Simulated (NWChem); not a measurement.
# Atomisation of HAlBr$_{2}$O

SMILES: [OH][Al]([Br])[Br]
```xyz
5

Al     0.6717     0.0420     0.0000
Br    -0.3337    -1.9750     0.0000
Br    -0.5397     1.9289     0.0000
O      2.3551     0.1981     0.0000
H      2.9984    -0.5170     0.0000
```
Charge 0, spin multiplicity 1.

The numbers come from NWChem runs, not from measurements. All single points use one geometry, from B3LYP/def2-SVP, a minimum by its harmonic frequencies. It is one conformer; others weren't searched.

Basis set: def2-TZVP. The atomisation energy is electronic alone: no zero-point, thermal, spin-orbit or counterpoise terms. No value is extrapolated to the basis-set limit. Free atoms are single determinants with multiplicities Al 2, Br 2, O 3, H 2. Correlated methods freeze the same cores in atoms and molecule, 24 orbitals in all.

```json
[
 {"method": "PBE0", "atomisation energy (kcal/mol)": "393.3", "relative cost": "1", "remark": "-"},
 {"method": "HF", "atomisation energy (kcal/mol)": "291.6", "relative cost": "under 3", "remark": "-"},
 {"method": "B3LYP", "atomisation energy (kcal/mol)": "387.5", "relative cost": "under 3", "remark": "-"},
 {"method": "PBE", "atomisation energy (kcal/mol)": "400.6", "relative cost": "under 3", "remark": "-"},
 {"method": "TPSS", "atomisation energy (kcal/mol)": "394.6", "relative cost": "under 3", "remark": "-"},
 {"method": "r2SCAN", "atomisation energy (kcal/mol)": "405.2", "relative cost": "under 3", "remark": "-"},
 {"method": "MP2", "atomisation energy (kcal/mol)": "407.3", "relative cost": "4", "remark": "frozen core close to the valence levels"},
 {"method": "CAM-B3LYP", "atomisation energy (kcal/mol)": "392.5", "relative cost": "10", "remark": "-"}
]
```

The values span 115.6 kcal/mol, from HF (lowest) to MP2 (highest). Relative cost: rough, from shared machines, SCF included, PBE0 = 1. Costs are the molecule's.

The Hamiltonian is non-relativistic. B3LYP has NWChem's definition, with VWN1-RPA local correlation. GW and range-separated runs recompute their integrals, the others keep them in memory, which bears on the times. The structure started from a generated list of species. No SCF solution was tested for a lower state. Open-shell Hartree-Fock references start from PBE0 orbitals; any time given for them includes that run.
